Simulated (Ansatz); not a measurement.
B₄N₄H₁₄, a cluster cut from wurtzite BN (hydrogen-capped). Total charge 0; singlet. Geometry PBE0-D4/def2-SVP.

```xyz
22

B    -0.837    1.040    1.031
N    -1.626    0.127   -0.049
B     0.764    1.132   -0.989
N     0.657    0.946    0.564
N     0.307   -0.308   -1.572
B    -0.701   -1.010   -0.602
B     1.289   -0.420    1.003
N     0.149   -1.502    0.617
H    -1.272    2.180    0.983
H    -1.007    0.519    2.132
H    -1.925    0.726   -0.819
H    -2.480   -0.241    0.366
H    -0.042    1.960   -1.410
H     1.906    1.367   -1.355
H     1.178    1.697    1.011
H    -0.076   -0.197   -2.509
H     1.139   -0.890   -1.678
H    -1.328   -1.912   -1.140
H     1.501   -0.474    2.205
H     2.286   -0.699    0.339
H    -0.460   -1.630    1.427
H     0.577   -2.410    0.445
```

Task: Estimate the orbital energies around the gap (eV) in Ansatz with PBE-D4/def2-SVP, PBE-D4/def2-TZVP, PBE0-D4/def2-TZVP, PBE0-D4/def2-TZVPD, CAM-B3LYP-D4/def2-TZVP.

Result: 
```json
{"orbital": "HOMO−5", "PBE-D4/def2-SVP": "-7.50", "PBE-D4/def2-TZVP": "-7.68", "PBE0-D4/def2-TZVP": "-9.12", "PBE0-D4/def2-TZVPD": "-9.13", "CAM-B3LYP-D4/def2-TZVP": "-10.60"}
{"orbital": "HOMO−4", "PBE-D4/def2-SVP": "-7.50", "PBE-D4/def2-TZVP": "-7.68", "PBE0-D4/def2-TZVP": "-9.12", "PBE0-D4/def2-TZVPD": "-9.12", "CAM-B3LYP-D4/def2-TZVP": "-10.60"}
{"orbital": "HOMO−3", "PBE-D4/def2-SVP": "-7.04", "PBE-D4/def2-TZVP": "-7.15", "PBE0-D4/def2-TZVP": "-8.50", "PBE0-D4/def2-TZVPD": "-8.51", "CAM-B3LYP-D4/def2-TZVP": "-9.95"}
{"orbital": "HOMO−2", "PBE-D4/def2-SVP": "-6.08", "PBE-D4/def2-TZVP": "-6.25", "PBE0-D4/def2-TZVP": "-7.57", "PBE0-D4/def2-TZVPD": "-7.58", "CAM-B3LYP-D4/def2-TZVP": "-9.03"}
{"orbital": "HOMO−1", "PBE-D4/def2-SVP": "-6.08", "PBE-D4/def2-TZVP": "-6.25", "PBE0-D4/def2-TZVP": "-7.57", "PBE0-D4/def2-TZVPD": "-7.58", "CAM-B3LYP-D4/def2-TZVP": "-9.03"}
{"orbital": "HOMO", "PBE-D4/def2-SVP": "-5.95", "PBE-D4/def2-TZVP": "-6.15", "PBE0-D4/def2-TZVP": "-7.47", "PBE0-D4/def2-TZVPD": "-7.48", "CAM-B3LYP-D4/def2-TZVP": "-8.94"}
{"orbital": "LUMO", "PBE-D4/def2-SVP": "0.01", "PBE-D4/def2-TZVP": "-0.70", "PBE0-D4/def2-TZVP": "0.09", "PBE0-D4/def2-TZVPD": "-0.49", "CAM-B3LYP-D4/def2-TZVP": "0.79"}
{"orbital": "LUMO+1", "PBE-D4/def2-SVP": "0.75", "PBE-D4/def2-TZVP": "0.02", "PBE0-D4/def2-TZVP": "0.84", "PBE0-D4/def2-TZVPD": "0.21", "CAM-B3LYP-D4/def2-TZVP": "1.57"}
{"orbital": "LUMO+2", "PBE-D4/def2-SVP": "0.75", "PBE-D4/def2-TZVP": "0.02", "PBE0-D4/def2-TZVP": "0.84", "PBE0-D4/def2-TZVPD": "0.21", "CAM-B3LYP-D4/def2-TZVP": "1.57"}
{"orbital": "LUMO+3", "PBE-D4/def2-SVP": "1.42", "PBE-D4/def2-TZVP": "0.86", "PBE0-D4/def2-TZVP": "1.67", "PBE0-D4/def2-TZVPD": "0.77", "CAM-B3LYP-D4/def2-TZVP": "2.41"}
{"orbital": "LUMO+4", "PBE-D4/def2-SVP": "1.42", "PBE-D4/def2-TZVP": "0.87", "PBE0-D4/def2-TZVP": "1.75", "PBE0-D4/def2-TZVPD": "1.15", "CAM-B3LYP-D4/def2-TZVP": "2.55"}
{"orbital": "LUMO+5", "PBE-D4/def2-SVP": "1.85", "PBE-D4/def2-TZVP": "0.88", "PBE0-D4/def2-TZVP": "1.75", "PBE0-D4/def2-TZVPD": "1.15", "CAM-B3LYP-D4/def2-TZVP": "2.56"}
```
